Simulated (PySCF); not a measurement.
[PrCl4]− at several levels of theory

Computed with PySCF 2.14.0 (density fitting, no spin-orbit coupling) at the geometry relaxed with PBE0:

```xyz
5
[PrCl4]− (singlet in the valence; each metal's 4f electrons, 2 of them, lie in its core potential, out of spins and levels)
Pr    0.0000    0.0000    0.0000
Cl    1.5189    1.5189    1.5189
Cl   -1.5189   -1.5189    1.5189
Cl    1.5189   -1.5189   -1.5189
Cl   -1.5189    1.5189   -1.5189
```

```json
{"level": "PBE0", "basis": "Pr lcecp-1-SVP with ECP48, Cl def2-SVP", "state": "singlet", "HOMO (eV)": "-4.53", "gap (eV)": "7.67", "charge on Pr1 (e)": "0.80", "population of f-type functions on Pr1 (polarisation alone where 4f lies in the core)": "0.06", "dipole about the centre of mass (D)": "0.00", "largest force component (eV/Å)": "0.00"}
{"level": "PBE0", "basis": "Pr lcecp-1-TZVP with ECP48, Cl def2-TZVP", "state": "singlet", "HOMO (eV)": "-4.82", "gap (eV)": "7.83", "charge on Pr1 (e)": "1.34", "population of f-type functions on Pr1 (polarisation alone where 4f lies in the core)": "0.09", "dipole about the centre of mass (D)": "0.00", "largest force component (eV/Å)": "0.01"}
```

In the lcecp rows the 4f levels are missing from HOMO and gap, and the state counts the valence alone.

Charges are Mulliken's, which hang on the basis. The relaxation used the grid (50, 194), these runs (75, 302) or, all-electron (x2c bases, spin-free X2C Hamiltonian), (99, 590).

Question: A further run in the first row's basis gives HOMO (eV) -3.05, gap (eV) 5.74, charge on Pr1 (e) 0.66, population of f-type functions on Pr1 (polarisation alone where 4f lies in the core) 0.06, dipole about the centre of mass (D) 0.00, largest force component (eV/Å) 0.12. Which level was it?
A. revPBE
B. B3LYP

Answer: A. The others give HOMO -4.14 eV (B3LYP).

In the first row's basis the gap widens with exact exchange: 5.7 eV for revPBE (none); 7.1 to 7.7 eV for B3LYP, PBE0 (a fixed share).

An lcecp potential fixes the number of 4f electrons, so in runs with it no electron can move into or out of that shell.
